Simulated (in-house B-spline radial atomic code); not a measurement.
Results of a calculation; reference values are marked as such.
**Mg ion on Ti atom: potential, deflection and energy transfer**

The pair potential comes from two frozen, spherical free-atom densities (PBE, B-spline radial code, scalar-relativistic past argon): electrostatics plus the change in Thomas-Fermi kinetic and Dirac exchange energy where they overlap, the recipe behind the universal ZBL potential, which averages such potentials (from solid-state densities) over many pairs. It is written V = (Z1 Z2 e²/r) φ(r/a), with e² = 14.3996 eV·Å and a = 0.46850 Å/(Z1^0.23 + Z2^0.23); ZBL's fit is φ = 0.18175 e^(−3.1998x) + 0.50986 e^(−0.94229x) + 0.28022 e^(−0.4029x) + 0.02817 e^(−0.20162x). Where φ falls below 4e-4 it is continued as an exponential.

Masses 24.3 and 47.87 u.

```tsv
x = r/a	φ, this pair	φ, ZBL
0.1	0.8984	0.8928
0.25	0.7792	0.7647
0.5	0.6338	0.6096
1	0.4425	0.4164
1.5	0.3231	0.2995
2	0.243	0.2218
3	0.1454	0.1292
4	0.09015	0.08026
5	0.05886	0.05224
6.5	0.03338	0.02914
8	0.01925	0.01705
10	0.009483	0.008778
12	0.005011	0.00474
14.5	0.002392	0.002328
17	0.001082	0.001212
```

Task: At x = 2 the electrostatic, kinetic and exchange parts are 1920.55, 1962.29 and -129.04 eV. Find r, V and φ.

Result: a = 0.46850/(1.7710 + 2.0359) = 0.12307 Å, so r = 0.24613 Å. V = 1920.55 + 1962.29 + (-129.04) = 3753.80 eV. The bare repulsion is 12 × 22 × 14.3996/0.24613 = 15445 eV, so φ = 0.2430, +9.6 % against ZBL's 0.2218. The kinetic (Pauli) term is 52 % of V here.

Task: The ion comes in at 4.657 keV with impact parameter 0.2461 Å. The scattering integral gives a centre-of-mass angle of 60.85° and a closest approach of 2.903 a. What are the reduced energy, the energy passed on and the laboratory angles?

Result: ε = E a M2/(Z1 Z2 e² (M1 + M2)) = 4657 × 2.1473e-05 = 0.1. The most that one collision can pass on is γE with γ = 4 M1 M2/(M1 + M2)² = 0.8933. Here T = γE sin²(θ/2) = 0.8933 × 4657 × 0.2564 = 1067 eV. The ion turns by arctan(sin θ/(cos θ + M1/M2)) = 41.3°, and the struck atom leaves at (180° − θ)/2 = 59.6°. The closest approach is 0.357 Å. With ZBL the angle would be 57.39° and T = 959.2 eV.
